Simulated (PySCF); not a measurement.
These 2 structures share the formula C6H9F3O2. Method used: PBE0-D3(BJ)/def2-SVP geometry optimisation, gas phase in PySCF 2.14.0. Energies are electronic, without zero-point or thermal terms, for one conformer each. No frequencies were run at this level. Point groups hold within 0.08 Å.

Question: Order them by energy at this level, lowest first, and give relative energies in kcal/mol.
A. `[CH3:1][O:2]/[C:3]([CH3:4])=[CH:5]/[CH2:6][O:7][C:8]([F:9])([F:10])[F:11]` with C1–O2–C3–C4 180°, C3–C5–C6–O7 81°, C5–C6–O7–C8 82°
B. `[CH3:1][O:2][C:3](=[O:4])[C@H:5]([CH3:6])[CH2:7][C:8]([F:9])([F:10])[F:11]` with C1–O2–C3–O4 1°, O2–C3–C5–C6 -103°, C3–C5–C7–C8 -75°

Answer: B (0.0), A (32.8).

As drawn, the lower has a C=O bond and a C(=O)–O unit, which the higher lacks; the higher has a C=C bond outside aromatic rings, which the lower lacks.

```
                  SMILES      E (Eh)  E rel (kcal/mol)  dipole (D)  point group       A, B, C (MHz)
COC(=O)[C@H](C)CC(F)(F)F  -682.85818               0.0        2.44           C1  1651, 728.8, 624.4
    CO/C(C)=C/COC(F)(F)F  -682.80590              32.8        2.98           C1  2084, 541.6, 498.9
```
